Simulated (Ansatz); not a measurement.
Ideal-gas functions of C₂H₂ClI (`C=C(Cl)I`) at 600 K and 1 bar, from an Ansatz frequency run at PBE0-D4/def2-TZVP.

Molar mass 188.4 g/mol, point group Cs (symmetry number 1), electronic degeneracy 1, moments of inertia 73.61, 328.092, 401.701 u Å². Harmonic wavenumbers (cm⁻¹, unscaled): 210, 318, 422, 507, 691, 760, 914, 1084, 1400, 1667, 3174, 3274.

Use S(trans) = R[1.5 ln M + 2.5 ln T − 1.1517]; rotational temperatures θ = 24.2544 K / I; S(rot) = R[ln(√π/σ · √(T³/θAθBθC)) + 1.5]; for each mode x = 1.438777 ν̃/T, S = R[x/(eˣ − 1) − ln(1 − e⁻ˣ)] and H = RT x/(eˣ − 1); 1 cm⁻¹ = 0.0119627 kJ/mol; R = 8.31446 J/(mol·K).

Task: By hand: the entropy, in J/(mol·K).

Result: Translation 188.7. Rotation: θ = 0.3295, 0.0739, 0.0604 K, giving 124.1. Vibration, mode by mode: 14.11, 10.77, 8.56, 7.18, 5.01, 4.39, 3.28, 2.38, 1.30, 0.78, 0.04, 0.03, in all 57.8. Electronic 0.0. Sum 370.6 J/(mol·K).

Task: By hand: H − E and G − E in kJ/mol, counted from the electronic energy.

Result: Zero-point energy ½ × 14421 × 0.0119627 = 86.3; thermal vibration 19.7; translation, rotation and pV give 4 RT = 20.0. H − E = 126.0 kJ/mol, and G − E = 126.0 − 600 × 370.6/1000 = -96.4 kJ/mol.

Vibration gives 16 % of the entropy.
